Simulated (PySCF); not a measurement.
**Relaxation of quintet CoO₂Cl**

Method: UPBE0 in PySCF with Co def2-TZVP, O def2-TZVP, Cl def2-TZVP; no relativity; density-fitted integrals. A (50,194) grid was used.

A start displaced from a saddle point along its imaginary mode, of Cs symmetry, held to at least that symmetry:

```xyz
4
charge 0 multiplicity 5, angstrom
Co    0.0779    0.0000   -0.5235
O     1.5462    0.0000   -0.7807
O    -1.7848    0.0000   -0.7541
Cl   -0.0223    0.0000    1.5843
```

What forces act on the atoms at the start (eV/Å)?


| atom | Fx | Fy | Fz |
| --- | --- | --- | --- |
| Co1 | -6.37 | 0.00 | 2.25 |
| O2 | 4.89 | 0.00 | -1.56 |
| O3 | 1.59 | 0.00 | -0.21 |
| Cl4 | -0.12 | 0.00 | -0.48 |

What does it relax to?

It ends at C2v with Co–Cl 2.079 Å, Co–O 1.639 Å (×2); Cl–Co–O 135.7° (×2), O–Co–O 88.5° (after a last refinement on a finer grid). A frequency run shows a minimum. Other isomers or separated fragments may lie lower.

How much energy is released, and in how many steps?

103.4 kJ/mol in 27 steps.

Open d and f shells are described by one determinant, and the ground state may have another occupation or spin.
